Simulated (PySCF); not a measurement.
Compound: C5H13PSi2.
Z-matrix (Å and degrees, PBE0-D3(BJ)/def2-SVP geometry), rows numbered from 1:
```
C 
P   1  1.8585
C   2  1.8650  1  101.60
C   3  1.5287  2  107.91  1    79.00
C   4  1.5158  3  108.32  2    24.26
Si  5  1.8795  4  119.05  3   162.99
C   5  1.3544  4  115.65  3   -18.41
Si  7  1.8781  2  118.82  1    87.61
H   1  1.1007  2  112.87  3   -42.46
H   1  1.1008  2  108.70  3  -163.04
H   1  1.1006  2  109.40  3    79.73
H   3  1.1006  2  111.48  1   -46.43
H   3  1.1017  2  106.25  1  -162.77
H   4  1.1033  3  111.66  2   148.04
H   4  1.1066  3  111.56  2   -94.42
H   6  1.4960  5  109.61  4   -57.56
H   6  1.4966  5  110.06  4    60.77
H   6  1.4917  5  110.78  4  -178.06
H   8  1.4952  7  111.55  2   106.04
H   8  1.4947  7  111.85  2  -132.15
H   8  1.4946  7  107.92  2   -13.11
```

Computed with PySCF at PBE0/pcSseg-1, non-relativistic, on one gas-phase PBE0-D3(BJ)/def2-SVP geometry that isn't relaxed in the solvent. The solvent is an IEF-PCM continuum (van der Waals radii × 1.2). The model holds no explicit solvent molecules, cavitation or dispersion.

Gas phase at PBE0/pcSseg-1: HOMO -6.53 eV, LUMO -1.17 eV, dipole 1.87 D.

**Question.** What does the continuum do to the energy, the frontier levels and the dipole at PBE0/pcSseg-1 in chloroform and acetonitrile?

**Answer.** 
```
     solvent      ε  E(solvent) − E(gas) (kcal/mol)  polarisation term (kcal/mol)  distortion of the solute (kcal/mol)  HOMO (eV)  LUMO (eV)  dipole (D)
  chloroform  4.711                           -1.84                         -2.09                                 0.25      -6.51      -1.08        2.44
acetonitrile  35.69                           -2.63                         -3.17                                 0.54      -6.54      -1.07        2.73
```

The first energy column is the sum of the next two and covers electrostatics alone. From chloroform to acetonitrile the lowering changes by a factor 1.43, Onsager's factor (ε − 1)/(2ε + 1) by 1.35 and ε itself by 7.6.

**Question.** Which radius a makes the point-dipole formula ΔE = −[(ε − 1)/(2ε + 1)]·μ²/a³ give the value in acetonitrile, with the gas-phase dipole?

**Answer.** μ = 0.735 au and |ΔE| = 0.00419 Eh give a = 2.09 Å; the farthest nucleus lies 3.68 Å from the centroid of the nuclei, so such a sphere wouldn't even hold the nuclei. The formula assumes a rigid point dipole at the centre of a sphere.

**Question.** Which Hirshfeld charges (PBE0/pcSseg-1) respond most in acetonitrile (means over atoms taken as equivalent)?

**Answer.** 
```tsv
atoms	environment	gas (e)	solvent (e)	change
P2	phosphine phosphorus	+0.140	+0.111	-0.029
H14/H15	methylene hydrogen	+0.043	+0.050	+0.007
C7	fully substituted alkene carbon	-0.142	-0.147	-0.005
H12/H13	methylene hydrogen	+0.041	+0.045	+0.004
Si8	SiH3 silicon	+0.286	+0.283	-0.003
H9/H10/H11	methyl hydrogen	+0.041	+0.044	+0.003
C4	allylic carbon	-0.070	-0.067	+0.003
C5	fully substituted alkene carbon	-0.078	-0.076	+0.002
```

Hardware: one thread, Arm Neoverse N1, on a shared host. Cost: 84 s wall. This is the whole shielding run at PBE0/pcSseg-1 in acetonitrile, SCF included.
